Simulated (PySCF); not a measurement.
**Electron correlation in Mg(2+) (magnesium, charge +2)**

[Ne], closed-shell 1S. Computed with PySCF 2.14 in def2-TZVPPD (5s5p3d, 35 functions), with no relativity, point nucleus. Frozen: 1s2; 8 electrons correlated.

```csv
level,correlation energy (mhartree)
CCSD,-160.33
(T),-1.02
CCSD(T),-161.35
CCSDT,-161.37
```

Diagnostics: T1 = 0.0033, D1 = 0.0051, largest double amplitude 0.018.

Cost of the coupled-cluster step: roughly 0.17 core-seconds, for 8 correlated electrons.

Iterations:

```
CC2 = 0
CCSD nocc = 4, nmo = 34
frozen orbitals [0]
max_cycle = 100
direct = 0
conv_tol = 1e-08
conv_tol_normt = 1e-06
diis_space = 8
diis_start_cycle = 0
Init t2, MP2 energy = -198.978293211465  E_corr(MP2) -0.155264223470071
Init E_corr(CCSD) = -0.155264223480861
cycle = 1  E_corr(CCSD) = -0.159399709323498  dE = -0.00413548584  norm(t1,t2) = 0.00965914
cycle = 2  E_corr(CCSD) = -0.160244417217444  dE = -0.000844707894  norm(t1,t2) = 0.00126453
cycle = 3  E_corr(CCSD) = -0.160314889953655  dE = -7.04727362e-05  norm(t1,t2) = 0.000344442
cycle = 4  E_corr(CCSD) = -0.160335149065998  dE = -2.02591123e-05  norm(t1,t2) = 4.62163e-05
cycle = 5  E_corr(CCSD) = -0.160334107609385  dE = 1.04145661e-06  norm(t1,t2) = 4.1271e-06
cycle = 6  E_corr(CCSD) = -0.160333997843427  dE = 1.09765958e-07  norm(t1,t2) = 4.77903e-07
cycle = 7  E_corr(CCSD) = -0.160333997382216  dE = 4.61210792e-10  norm(t1,t2) = 7.10465e-08
CCSD converged
E(CCSD) = -198.9833629853769  E_corr = -0.1603339973822162
CCSD(T) correction = -0.00101531564311408
```

This basis was not built for core-valence correlation, so the inner-shell part is incomplete.
